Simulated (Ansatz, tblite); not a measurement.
Isomers of Sr3O3 (singlet), found by a short tight-binding search and relaxed with PBE0-D4/def2-SVP in Ansatz.

In the def2 sets Sr takes a core potential; there is no spin–orbit coupling. The xTB rows come from tblite. Correlated methods freeze 3 core orbitals; core or outer-core shells of Sr are correlated, in sets that lack core-valence functions.

Run but left out: HF/def2-SVP (A: restricted singlet, unstable towards broken spin symmetry); GFN2-xTB (tight binding far off the other levels).

A: The restricted singlet is unstable towards broken spin symmetry in Hartree–Fock (as tested in another run); at PBE-D4/def2-TZVP, BLYP-D4/def2-TZVP, r2SCAN-D4/def2-TZVP, B97M-V/def2-TZVP and others this wasn't settled. At CCSD(T)/def2-SVP T1 of the charge 0 singlet is large (up to 0.023), so the single-reference result is doubtful. At CCSD(T)/def2-SVP the restricted singlet (for correlated methods, its reference) is unstable: a solution with broken spin symmetry lies lower. It holds 2 O–O bonds. B: The restricted singlet is unstable towards broken spin symmetry in Hartree–Fock (as tested in another run); at PBE-D4/def2-TZVP, BLYP-D4/def2-TZVP, r2SCAN-D4/def2-TZVP, B97M-V/def2-TZVP and others this wasn't settled. At CCSD(T)/def2-SVP T1 of the charge 0 singlet is large (up to 0.021), so the single-reference result is doubtful. At CCSD(T)/def2-SVP the restricted singlet (for correlated methods, its reference) is unstable: a solution with broken spin symmetry lies lower. It holds 1 O–O bond. C: At CCSD(T)/def2-SVP T1 of the charge 0 singlet is large (up to 0.028), so the single-reference result is doubtful.

Other spin states weren't relaxed.

A:

```xyz
6

Sr    2.249   -0.108   -0.259
Sr   -1.999   -0.861    0.634
Sr   -0.671    0.945   -2.395
O    -0.171    0.805   -0.128
O     0.189    0.316    1.161
O     0.402   -1.098    0.987
```

B:

```
atom   x (Å)   y (Å)   z (Å)
 Sr1  -0.501   0.343  -1.608
 Sr2   3.267  -0.339  -0.270
 Sr3  -0.282  -0.214   1.680
  O4  -1.816   0.778   0.252
  O5  -1.804  -0.692   0.002
  O6   1.137   0.125  -0.056
```

C:

```xyz
6

Sr   -0.156    1.332    2.010
Sr    1.351   -0.258   -0.570
Sr   -1.877   -1.216   -0.915
O    -0.171   -0.933   -2.120
O    -0.672   -0.501    0.833
O     1.525    1.577    0.762
```

Q: Estimate their order by electronic energy at PBE0-D4/def2-TZVP, counted from the lowest.

A: C (0.00) < B (2.07) < A (7.47), in eV.

Q: Do the other levels pick the same lowest one?

A: All that were run do. Energies above each level's lowest (eV):

```json
{"level": "GFN1-xTB", "A": "5.46", "B": "1.97", "C": "0.00"}
{"level": "PBE-D4/def2-TZVP", "A": "7.60", "B": "2.25", "C": "0.00"}
{"level": "BLYP-D4/def2-TZVP", "A": "7.71", "B": "2.31", "C": "0.00"}
{"level": "r2SCAN-D4/def2-TZVP", "A": "8.03", "B": "2.36", "C": "0.00"}
{"level": "B97M-V/def2-TZVP", "A": "6.99", "B": "1.78", "C": "0.00"}
{"level": "PBE0-D4/def2-TZVP", "A": "7.47", "B": "2.07", "C": "0.00"}
{"level": "MP2/def2-SVP", "A": "7.65", "B": "2.15", "C": "0.00"}
{"level": "CCSD/def2-SVP", "A": "6.44", "B": "1.45", "C": "0.00"}
{"level": "CCSD(T)/def2-SVP", "A": "6.46", "B": "1.55", "C": "0.00"}
```
Point groups (tolerance 0.1 Å): A Cs, B Cs, C Cs. Lower isomers may exist.
